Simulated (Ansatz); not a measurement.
Two isomers of CH7OSi2: A = `CO[SiH][SiH3]`•, B = `O[SiH2]C[SiH2]`•.

Computed with Ansatz on PBE0-D4/def2-TZVP structures; ΔE is electronic, products minus reactants. CCSD(T)/CBS adds triple-zeta CCSD(T) − MP2 to the extrapolated MP2 energy (def2 sets, frozen cores). Functionals use def2-TZVPP. B3LYP here is the variant with VWN-RPA as its local correlation; programs differ in this. Open shells (•) are unrestricted, without spin–orbit coupling. Each species was taken in one conformer, which may not be the lowest.

A:

```xyz
11

C    -1.498   -1.595   -0.593
O    -0.712   -0.715    0.176
Si    0.806   -0.220   -0.238
Si    1.320    1.702    0.985
H    -1.407   -1.385   -1.665
H    -1.207   -2.635   -0.413
H    -2.541   -1.470   -0.298
H     0.858   -0.021   -1.725
H     1.336    1.376    2.436
H     0.364    2.823    0.760
H     2.681    2.140    0.576
```

B:

Z-matrix (Å, degrees):
```
Si
C 1 1.866
O 1 1.650 2 113.1
H 1 1.490 2 108.1 3 -122.9
H 1 1.483 2 110.0 3 117.1
Si 2 1.877 1 112.8 3 -168.9
H 2 1.097 1 109.3 3 -47.8
H 2 1.095 1 109.6 3 70.2
H 3 0.958 1 117.9 2 -69.9
H 6 1.490 2 112.5 1 -163.4
H 6 1.489 2 111.3 1 72.5
```

(1) Which isomer does CCSD(T)/CBS put lower? Give the gap. (Best estimate.)

(2) Give E(B) − E(A) in kcal/mol with BLYP-D4, MP2/def2-TZVPP, PBE0-D4, ωB97M-V, HF/def2-TZVPP, CCSD(T)/def2-TZVPP, B3LYP-D4. (Best estimate.)

(3) Does the order hold for the free energy at 298.15 K (harmonic terms from PBE0-D4)? (Estimate.)

Largest T1 diagnostic: 0.015.

## Answers

(1) The calculation gave: B, by 23.2 kcal/mol.

(2) Computed: BLYP-D4 -17.3, MP2/def2-TZVPP -26.2, PBE0-D4 -20.2, ωB97M-V -22.8, HF/def2-TZVPP -21.3, CCSD(T)/def2-TZVPP -22.6, B3LYP-D4 -19.1. None reverses the order clearly.

(3) The calculation gave: Yes: G(B) − G(A) = -23.8 kcal/mol, for one conformer each.

Leaving LDA and LC-ωPBE aside and taking each functional with its dispersion term where it has one, the values, not all of them listed here, spread over 5.9 kcal/mol, from PBE-QIDH to BLYP-D4. LDA lies −1.0 kcal/mol from PBE without D4. From BLYP to BHLYP (50 % exact exchange), in def2-TZVPP and without D4, E(B) − E(A) moves by −4.1 kcal/mol.
